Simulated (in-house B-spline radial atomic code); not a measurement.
A fraction x of an electron is removed from 5s in Ru, starting from [Kr] 4d7 5s1 and keeping the highest spin. All numbers are computed (scalar-relativistic (X2C) TPSS, spin-polarised, spherical fractional occupations; Fermi nucleus of rms radius 4.4809 fm) with an all-electron radial atomic-structure program (B-spline basis), not measured.

| x | E(x) - E(0) (eV) | 5s up level (eV) |
| --- | --- | --- |
| 0 | 0.0000 | -4.708 |
| 0.09 | 0.4464 | -5.213 |
| 0.23 | 1.2317 | -6.008 |
| 0.32 | 1.7957 | -6.525 |
| 0.44 | 2.6203 | -7.220 |
| 0.5 | 3.0640 | -7.571 |
| 0.62 | 4.0149 | -8.278 |
| 0.75 | 5.1415 | -9.055 |
| 0.85 | 6.0772 | -9.662 |
| 0.98 | 7.3852 | -10.462 |
| 1 | 7.5957 | - |

The exact functional would give a straight line between the two integer points. Deviations E(x) - E(0) - x[E(1) - E(0)], in eV: -0.237 at x = 0.09, -0.515 at x = 0.23, -0.635 at x = 0.32, -0.722 at x = 0.44, -0.734 at x = 0.5, -0.694 at x = 0.62, -0.555 at x = 0.75, -0.379 at x = 0.85, -0.059 at x = 0.98.

The curve lies below the straight line by up to 0.734 eV (at x = 0.5): convex, the delocalisation error that favours fractional charges.

Q: How well does Slater's transition state (minus the level at half occupation) give the ionisation energy?

A: It gives 7.571 eV against 7.596 eV from the two total energies; NIST lists 7.36 eV, ground level to ground level.
